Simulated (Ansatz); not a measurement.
def2 core potentials replace the inner electrons of Sn.

All values below come from PBE0-D3(BJ)/def2-SVP run with Ansatz (a program for electronic structure). No frequencies were computed at this level.

Ansatz 0.2 input:
```yaml
crystal:
  periodic: [false, false, false]
  atoms:
    - { symbol: C, position_ang: [-0.572037, 1.246703, 0.888703] }
    - { symbol: C, position_ang: [-0.487821, 0.345121, -0.306001] }
    - { symbol: C, position_ang: [-1.361503, -0.871712, -0.24752] }
    - { symbol: Sn, position_ang: [1.744623, -0.396184, -0.472657] }
    - { symbol: Cl, position_ang: [3.35025, 1.329001, -0.6302] }
    - { symbol: Cl, position_ang: [2.184339, -1.823201, -2.303234] }
    - { symbol: Cl, position_ang: [2.366057, -1.640489, 1.437461] }
    - { symbol: H, position_ang: [-1.580157, 1.662457, 0.945581] }
    - { symbol: H, position_ang: [0.127437, 2.077691, 0.81678] }
    - { symbol: H, position_ang: [-0.381709, 0.701192, 1.811042] }
    - { symbol: H, position_ang: [-0.588783, 0.886583, -1.245227] }
    - { symbol: H, position_ang: [-1.179007, -1.447615, 0.657792] }
    - { symbol: H, position_ang: [-1.215227, -1.515063, -1.113323] }
    - { symbol: H, position_ang: [-2.406363, -0.554585, -0.239297] }
basis:
  gaussian: { orbitals: def2-svp }
hamiltonian:
  xc: pbe0
  dispersion: d3bj
relax:
  max_steps: 150
```

Output:

```
Functional definition: PBE0
1757 factors; integrals over basis functions are off by at most 3.0e-4 eV
mean field evaluation 1: about -46589.7653 eV, gradient 5.7e1 eV
mean field evaluation 2: about -46581.9011 eV, gradient 7.7e1 eV
mean field evaluation 4: about -46598.2413 eV, gradient 4.8e0 eV
mean field evaluation 8: about -46598.3448 eV, gradient 1.3e-1 eV
mean field evaluation 16: about -46598.3448 eV, gradient 8.4e-5 eV
mean field -46598.34484138 eV, -1712.4575874283 hartree, gradient 8.4e-5 eV, S^2 0.000000; 0 other end points of the search recorded, 0 dependent functions left out
reference -46598.34487352 eV, -1712.4575886093 hartree; 49, 49 occupied and 108, 108 virtual orbitals, 1757 factors
relax step   1: F+E_penalty+E_count = -46598.75607868 eV  Δ(F+E_penalty+E_count) = +0.000e0 eV  max|allowed force component| = 1.590e0 eV/Å  Δτ_max = 0.0000 Å  (26 SCF iters, accepted)
these checks for a lower state are left out or cut short: starts, cluster_reference, orbital_swaps, neighbouring_geometries, increment
1757 factors; integrals over basis functions are off by at most 3.1e-4 eV
mean field -46598.47930644 eV, -1712.4625289280 hartree, gradient 2.2e-5 eV, S^2 0.000000; 0 other end points of the search recorded, 0 dependent functions left out
reference -46598.47933799 eV, -1712.4625300872 hartree; 49, 49 occupied and 108, 108 virtual orbitals, 1757 factors
relax step   2: F+E_penalty+E_count = -46598.91296520 eV  Δ(F+E_penalty+E_count) = -1.569e-1 eV  max|allowed force component| = 1.286e0 eV/Å  Δτ_max = 0.1923 Å  (29 SCF iters, accepted)
these checks for a lower state are left out or cut short: starts, cluster_reference, orbital_swaps, neighbouring_geometries, increment
1757 factors; integrals over basis functions are off by at most 3.2e-4 eV
mean field -46598.54565772 eV, -1712.4649672927 hartree, gradient 8.5e-6 eV, S^2 0.000000; 0 other end points of the search recorded, 0 dependent functions left out
reference -46598.54568936 eV, -1712.4649684552 hartree; 49, 49 occupied and 108, 108 virtual orbitals, 1757 factors
relax step   3: F+E_penalty+E_count = -46598.97397891 eV  Δ(F+E_penalty+E_count) = -6.101e-2 eV  max|allowed force component| = 1.005e-1 eV/Å  Δτ_max = 0.0703 Å  (30 SCF iters, accepted)
these checks for a lower state are left out or cut short: starts, cluster_reference, orbital_swaps, neighbouring_geometries, increment
1757 factors; integrals over basis functions are off by at most 3.2e-4 eV
mean field evaluation 32: about -46598.5003 eV, gradient 3.4e-3 eV
mean field -46598.54789736 eV, -1712.4650495978 hartree, gradient 9.5e-6 eV, S^2 0.000000; 0 other end points of the search recorded, 0 dependent functions left out
reference -46598.54792905 eV, -1712.4650507622 hartree; 49, 49 occupied and 108, 108 virtual orbitals, 1757 factors
relax step   4: F+E_penalty+E_count = -46598.97514708 eV  Δ(F+E_penalty+E_count) = -1.168e-3 eV  max|allowed force component| = 7.389e-2 eV/Å  Δτ_max = 0.0190 Å  (31 SCF iters, accepted)
these checks for a lower state are left out or cut short: starts, cluster_reference, orbital_swaps, neighbouring_geometries, increment
1757 factors; integrals over basis functions are off by at most 3.2e-4 eV
mean field -46598.54804166 eV, -1712.4650549006 hartree, gradient 1.2e-5 eV, S^2 0.000000; 0 other end points of the search recorded, 0 dependent functions left out
reference -46598.54807332 eV, -1712.4650560642 hartree; 49, 49 occupied and 108, 108 virtual orbitals, 1757 factors
relax step   5: F+E_penalty+E_count = -46598.97585717 eV  Δ(F+E_penalty+E_count) = -7.101e-4 eV  max|allowed force component| = 2.792e-2 eV/Å  Δτ_max = 0.0107 Å  (24 SCF iters, accepted)
these checks for a lower state are left out or cut short: starts, cluster_reference, orbital_swaps, neighbouring_geometries, increment
1757 factors; integrals over basis functions are off by at most 3.2e-4 eV
mean field -46598.54798739 eV, -1712.4650529064 hartree, gradient 7.9e-6 eV, S^2 0.000000; 0 other end points of the search recorded, 0 dependent functions left out
reference -46598.54801905 eV, -1712.4650540699 hartree; 49, 49 occupied and 108, 108 virtual orbitals, 1757 factors
relax step   6: F+E_penalty+E_count = -46598.97591556 eV  Δ(F+E_penalty+E_count) = -5.839e-5 eV  max|allowed force component| = 1.054e-2 eV/Å  Δτ_max = 0.0041 Å  (23 SCF iters, accepted)
these checks for a lower state are left out or cut short: starts, cluster_reference, orbital_swaps, neighbouring_geometries, increment
1757 factors; integrals over basis functions are off by at most 3.2e-4 eV
mean field -46598.54785034 eV, -1712.4650478698 hartree, gradient 1.3e-5 eV, S^2 0.000000; 0 other end points of the search recorded, 0 dependent functions left out
reference -46598.54788200 eV, -1712.4650490331 hartree; 49, 49 occupied and 108, 108 virtual orbitals, 1757 factors
relax step   7: F+E_penalty+E_count = -46598.97597182 eV  Δ(F+E_penalty+E_count) = -5.625e-5 eV  max|allowed force component| = 1.857e-3 eV/Å  Δτ_max = 0.0098 Å  (24 SCF iters, accepted)
1757 factors; integrals over basis functions are off by at most 3.2e-4 eV
mean field evaluation 64: about -46598.5475 eV, gradient 3.2e-1 eV
mean field -46598.54785034 eV, -1712.4650478698 hartree, gradient 1.3e-5 eV, S^2 0.000000; 1 other end points of the search recorded, 0 dependent functions left out
reference -46598.54788200 eV, -1712.4650490331 hartree; 49, 49 occupied and 108, 108 virtual orbitals, 1757 factors
Total energy: -46598.97600347 eV, -1712.4807822072 hartree
Atom 0 at    -0.509638     1.244860     0.877222 Å, force    -0.001827    -0.001104    -0.000622 eV/Å
Atom 1 at    -0.386613     0.314518    -0.318843 Å, force    -0.001165     0.001112    -0.001252 eV/Å
Atom 2 at    -1.306243    -0.895062    -0.269698 Å, force    -0.000353     0.001857     0.001004 eV/Å
Atom 3 at     1.654051    -0.374840    -0.448978 Å, force    -0.000213     0.000565    -0.000456 eV/Å
Atom 4 at     3.200285     1.376872    -0.592192 Å, force     0.001218    -0.000566    -0.000410 eV/Å
Atom 5 at     2.023834    -1.789513    -2.277026 Å, force     0.001298    -0.000130    -0.000398 eV/Å
Atom 6 at     2.187131    -1.598228     1.477985 Å, force    -0.000480    -0.000669     0.001200 eV/Å
Atom 7 at    -1.540506     1.631708     0.946016 Å, force     0.001114    -0.000693     0.000345 eV/Å
Atom 8 at     0.167470     2.109024     0.801893 Å, force     0.000461     0.000133    -0.000505 eV/Å
Atom 9 at    -0.290732     0.720217     1.820698 Å, force     0.000234     0.000424     0.000448 eV/Å
Atom 10 at    -0.530019     0.871973    -1.259260 Å, force    -0.001849     0.000141     0.000739 eV/Å
Atom 11 at    -1.120328    -1.507129     0.627039 Å, force    -0.000123    -0.000562    -0.000062 eV/Å
Atom 12 at    -1.190608    -1.540244    -1.153600 Å, force     0.000593     0.000044    -0.000436 eV/Å
Atom 13 at    -2.357987    -0.564256    -0.231356 Å, force     0.001094    -0.000553     0.000406 eV/Å
Dipole moment:    -0.814312     0.277455     0.046964 e Å
```

Cost: around 80 core-seconds (rough).
